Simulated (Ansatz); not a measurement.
One change: `C=CC[SiH3]` becomes `C=C([SiH3])C[SiH3]`.

Ansatz, PBE0-D4/def2-TZVP geometries, multiplicity 1. Each molecule was computed in one conformer, which needn't be the lowest.

```json
{"property": "zero-point energy (PBE0-D4/def2-TZVP) / kJ/mol", "`C=CC[SiH3]`": "249.3"}
{"property": "LUMO energy (ωB97M-V/def2-TZVPP) / eV", "`C=CC[SiH3]`": "2.10"}
{"property": "HOMO–LUMO gap (PBE0/def2-TZVPP) / eV", "`C=CC[SiH3]`": "7.32"}
{"property": "size of the dipole moment (B3LYP/def2-TZVPP) / D", "`C=CC[SiH3]`": "0.57"}
{"property": "HOMO–LUMO gap (B3LYP/def2-TZVPP) / eV", "`C=CC[SiH3]`": "6.88"}
{"property": "HOMO–LUMO gap (PBE/def2-TZVPP) / eV", "`C=CC[SiH3]`": "5.23"}
```

(1) Give the same properties after the change, and the shifts. (An estimate is asked.)

Answers

(1) Ansatz gave: 
```tsv
property	`C=C([SiH3])C[SiH3]`	shift
zero-point energy (PBE0-D4/def2-TZVP) / kJ/mol	288.9	39.6
LUMO energy (ωB97M-V/def2-TZVPP) / eV	1.58	-0.52
HOMO–LUMO gap (PBE0/def2-TZVPP) / eV	6.91	-0.41
size of the dipole moment (B3LYP/def2-TZVPP) / D	0.78	0.21
HOMO–LUMO gap (B3LYP/def2-TZVPP) / eV	6.50	-0.38
HOMO–LUMO gap (PBE/def2-TZVPP) / eV	4.87	-0.36
```

With PBE0 the HOMO falls by 0.17 eV and the LUMO falls by 0.56 eV, so the gap narrows by about 0.39 eV. PBE moves the HOMO by -0.18 eV and ωB97M-V by -0.13 eV. The zero-point energy changes by 39.6 kJ/mol with +9 modes. Dipoles are sizes alone; their direction can turn.

B3LYP here is the variant with VWN-RPA as its local correlation; programs differ in this.
